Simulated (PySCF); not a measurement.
Excitations are Tamm–Dancoff values on a coarser integration grid. The basis has no diffuse functions, so Rydberg states are missing or too high.

Z-matrix (Å, degrees):
```
C
N 1 1.3459
H 2 1.0071 1 121.80
H 2 1.0072 3 119.21 1 -180.00
C 1 1.5038 2 114.02 3 -0.02
H 5 1.0853 1 110.31 2 179.67
H 5 1.0950 6 109.21 1 121.36
H 5 1.0950 6 109.19 7 117.36
S 1 1.6474 2 122.39 3 179.98
```
Charge 0, multiplicity 1.

Problem. Estimate the S1–T1 gap (TDA), T1 excitation (TDA), HOMO–LUMO gap, total energy, HOMO, brightest of the four lowest singlets (TDA), S1 excitation (TDA) and LUMO that PBE-D3(BJ)/def2-TZVP // r2SCAN-D4/def2-TZVP (PySCF) returns for this input.

Solution. 
```json
{
 "S1–T1 gap (TDA)": "0.37 eV",
 "T1 excitation (TDA)": "2.87 eV",
 "HOMO–LUMO gap": "3.08 eV",
 "total_energy": "-531.9011 Ha",
 "HOMO": "-4.83 eV",
 "brightest of the four lowest singlets (TDA)": "5.58 eV",
 "S1 excitation (TDA)": "3.24 eV",
 "LUMO": "-1.76 eV"
}
```
